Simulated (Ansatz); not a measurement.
Molecule: CH2NO, charge -1, multiplicity 1. 
Geometry from a B3LYP-D3(BJ)/def2-TZVP (Ansatz, a first-principles code) optimisation:
```
C
O 1 1.2604
N 1 1.3150 2 131.67
H 3 1.0279 1 106.16 2 0.00
H 1 1.1226 2 116.57 3 -180.00
```
Charge -1, spin multiplicity 1.

Total electronic energies in hartree. Valence correlation only, unless marked. Spin-orbit coupling is left out. Non-relativistic. CBS marks a two-point X^-3 extrapolation of the correlation energy; Hartree-Fock from the larger set. [CCSD(T)-MP2]/basis is that difference in the basis named.

```json
[
 {"level": "HF/aug-cc-pVTZ", "program": "Ansatz", "energy (Eh)": "-168.40513"},
 {"level": "RI-HF/cc-pVTZ", "program": "Ansatz", "energy (Eh)": "-168.39339"},
 {"level": "r2SCAN/def2-TZVPD", "program": "Ansatz", "energy (Eh)": "-169.29115"},
 {"level": "B3LYP-D3(BJ)/def2-TZVPD", "program": "Ansatz + dftd3", "energy (Eh)": "[?]"},
 {"level": "PBE0/def2-SVP", "program": "Ansatz", "energy (Eh)": "-168.97007"},
 {"level": "PBE0-D3(BJ)/def2-TZVPD", "program": "Ansatz + dftd3", "energy (Eh)": "[?]"},
 {"level": "r2SCANh/def2-TZVPD", "program": "Ansatz", "energy (Eh)": "-169.27863"},
 {"level": "r2SCAN0/def2-TZVPD", "program": "Ansatz", "energy (Eh)": "-169.26073"},
 {"level": "HSE06/def2-TZVPD", "program": "Ansatz", "energy (Eh)": "-169.18112"},
 {"level": "CAM-B3LYP/def2-TZVPD", "program": "Ansatz", "energy (Eh)": "-169.31556"},
 {"level": "MP2/6-31G", "program": "Ansatz", "energy (Eh)": "-168.56659"},
 {"level": "MP2/6-31G*", "program": "Ansatz", "energy (Eh)": "-168.79062"},
 {"level": "MP2/cc-pVTZ", "program": "Ansatz", "energy (Eh)": "-169.00869"},
 {"level": "RI-MP2/aug-cc-pVTZ", "program": "Ansatz", "energy (Eh)": "-169.03805"},
 {"level": "RI-MP2/cc-pVTZ", "program": "Ansatz", "energy (Eh)": "-169.00851"},
 {"level": "RI-MP2/CBS(aug-cc-pVTZ,aug-cc-pVQZ)", "program": "Ansatz", "energy (Eh)": "-169.1139"},
 {"level": "SCS-MP2/aug-cc-pVDZ", "program": "Ansatz", "energy (Eh)": "-168.87672"},
 {"level": "SCS-MP2/cc-pVQZ", "program": "Ansatz", "energy (Eh)": "-169.06259"},
 {"level": "CCSD/STO-3G", "program": "Ansatz", "energy (Eh)": "-166.10155"},
 {"level": "CCSD/aug-cc-pVDZ", "program": "Ansatz", "energy (Eh)": "-168.90374"},
 {"level": "CCSD(T)/STO-3G", "program": "Ansatz", "energy (Eh)": "-166.11067"},
 {"level": "CCSD(T)/aug-cc-pVDZ", "program": "Ansatz", "energy (Eh)": "-168.92585"},
 {"level": "RI-MP2/CBS(aug-cc-pVTZ,aug-cc-pVQZ)+[CCSD(T)-MP2]/aug-cc-pVTZ", "program": "Ansatz", "energy (Eh)": "-169.1466"}
]
```

Question: What belongs in the gaps?

Answer: 
- B3LYP-D3(BJ)/def2-TZVPD, energy (Eh): -169.39053
- PBE0-D3(BJ)/def2-TZVPD, energy (Eh): -169.19099
